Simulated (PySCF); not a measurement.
Computed IR spectrum (relative IR intensity) of a molecule C2H5ClFNSi. Geometry optimised at PBE-D3(BJ)/def2-SVP. Other conformers were not sampled. All values below come from PBE-D3(BJ)/def2-SVP run with PySCF 2.14.0. Frequencies are harmonic and unscaled.

Lines under 2 % of the strongest are left out, and lines within 2 cm⁻¹ are merged.

ν (cm⁻¹): 140 (vw), 209 (vw), 213 (w), 287 (vw), 318 (vw), 398 (w), 549 (m), 750 (vs), 781 (w), 795 (w), 864 (w), 896 (vs), 994 (w), 1275 (w), 1393 (vw), 1408 (m), 2240 (m), 2863 (m), 2901 (m), 3018 (w), 3039 (vw) (against the strongest line: vs over 80 %, s over 45 %, m over 15 %, w over 4 %, vw less)

Q: Which structure fits?
A. FC/N=C/[SiH2]Cl
B. C/N=C/[Si@H](F)Cl
C. C/C=N/[Si@@H](F)Cl
D. N[Si@H](Cl)/C=C/F

A: B, C/N=C/[Si@H](F)Cl
